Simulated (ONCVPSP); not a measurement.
## O ONCV: all-electron and pseudo phase curves

| Quantity | Value |
| --- | --- |
| Element | O (Z = 8) |
| Generator | ONCVPSP 4.0.1 |
| Type | optimised norm-conserving Vanderbilt (ONCV) |
| Functional | PBE |
| Relativity | scalar-relativistic |
| Frozen core | [He] |
| Valence charge | 6 |
| Reference configuration | 2s2 2p4 |
| Partial waves | 2s: rc 0.90 bohr, ncon 3, nbas 6, qcut 8.6 1/bohr, 1 projector; 2p: rc 1.85 bohr, ncon 3, nbas 6, qcut 7.1 1/bohr, 2 projectors, debl 3.6 Ha |
| Local potential | polynomial inside 0.80 bohr (lpopt 5, dvloc0 0 Ha) |
| Core correction | Teter function, parameters optimised by the program |

The phase is arctan(r·R′/R) of the radial function R(r), unwrapped; energies in Ha, scanned from -2 to 5 Ha. A pole is an energy at which the radial function vanishes at the test radius. The pseudo phase is shifted by a multiple of π to meet the all-electron one at the reference energy, and phase errors are pseudo minus all-electron; the curves can meet again beyond the range given. Levels narrower than the energy grid can be missing from the lists of poles.

| channel | radius (bohr) | reference energy (Ha) | poles, all-electron | poles, pseudo | unbroken range about the reference energy with phases within 0.05 rad | phase error 1 Ha above the reference energy (rad) |
| --- | --- | --- | --- | --- | --- | --- |
| s | 0.91 | -0.88 | none | 4.76 | the whole range | -0.001 |
| p | 1.88 | -0.33 | 0.01, 4.38 | 0.01, 4.40 | the whole range | +0.002 |

Phases in the p channel:

| E (Ha) | all-electron | pseudo |
| --- | --- | --- |
| -1.98 | 1.179 | 1.179 |
| -1.62 | 1.103 | 1.103 |
| -1.26 | 0.963 | 0.963 |
| -0.90 | 0.603 | 0.604 |
| -0.54 | -0.560 | -0.560 |
| -0.18 | -1.393 | -1.392 |
| 0.18 | -1.679 | -1.678 |
| 0.54 | -1.877 | -1.875 |
| 0.90 | -2.130 | -2.126 |
| 1.26 | -2.626 | -2.616 |
| 1.62 | -3.490 | -3.480 |
| 1.98 | -4.073 | -4.069 |
| 2.34 | -4.330 | -4.329 |
| 2.70 | -4.464 | -4.464 |
| 3.06 | -4.547 | -4.547 |
| 3.42 | -4.606 | -4.606 |
| 3.78 | -4.651 | -4.651 |
| 4.14 | -4.689 | -4.688 |
| 4.50 | -4.723 | -4.722 |
| 4.86 | -4.757 | -4.755 |
